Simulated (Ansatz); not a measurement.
Isomers of CH₆SSiSn, relaxed with PBE0-D4/def2-TZVP in Ansatz; electronic energies, one conformer each and not always the lowest. Functionals use def2-TZVPP; CBS adds triple-zeta CCSD(T) − MP2 to the MP2 limit of def2-TZVPP and def2-QZVPP.

Elements past krypton have def2 core potentials. Outer-core shells of Sn are correlated without core-valence functions. Spin–orbit coupling is left out.

(1) Order them by energy at frozen-core CCSD(T)/CBS, lowest first. (Estimate.)
A. `C1[SiH2][SnH2][S]1`
B. `[CH2]1[SiH2][S][SnH2]1`
C. `S=C[SiH2][SnH3]`

(2) How do r2SCAN-D4, B3LYP-D4, B2PLYP, ωB97M-V place them (kcal/mol, against `[CH2]1[SiH2][S][SnH2]1`)? (An estimate is asked.)

Answers

(1) B (0.0 kcal/mol), A (24.7 kcal/mol), C (59.2 kcal/mol).

(2) The calculation gave: 
```
              isomer  r2SCAN-D4  B3LYP-D4  B2PLYP  ωB97M-V
`C1[SiH2][SnH2][S]1`       23.3      21.8    23.4     23.9
   `S=C[SiH2][SnH3]`       58.0      53.2    55.0     58.4
```

B3LYP here is the variant with VWN-RPA as its local correlation; programs differ in this.
